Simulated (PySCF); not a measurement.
# Substituent effects on chemical shifts

Parent skeleton `[CH3:1][SiH:2]([NH2:3])[SiH3:4]`; one hydrogen on atom 2 is replaced by X. Hydrogens on one atom are averaged.

Theoretical values (PySCF): geometry from GFN2-xTB, NMR shieldings at PBE0/pcSseg-1/GIAO. Relativity neglected, equivalent nuclei averaged, no solvent, a single conformation.

Chemical shifts δ = σref − σ; $^{13}$C (σref 186.93), $^{29}$Si (σref 349.16), $^{1}$H (σref 31.72) vs TMS; $^{15}$N (σref 267.73) against NH3, all at this level.

(1) Order these by the shift of N3, most shielded first.
A. X = Ph
B. X = OCHO
C. X = tBu
D. X = isopropenyl
E. X = NHCH3

(2) Order these by the shift of C1, most shielded first.
A. X = tBu
B. X = Ph
C. X = isopropenyl

(3) Order these by the shift of Si2, most shielded first.
A. X = OCHO
B. X = Ph
C. X = isopropenyl
D. X = NHCH3
E. X = tBu

## Answers

(1) C (13.2 ppm), A (16.1 ppm), D (20.2 ppm), E (23.2 ppm), B (40.2 ppm).

(2) A (-4.3 ppm), C (1.1 ppm), B (3.4 ppm).

(3) B (-12.1 ppm), C (-6.2 ppm), D (-3.9 ppm), A (-0.6 ppm), E (2.5 ppm).

Experimental scales use liquid or dissolved standards, which lie at an offset from isolated NH3 (liquid NH3: subtract about 20 ppm).
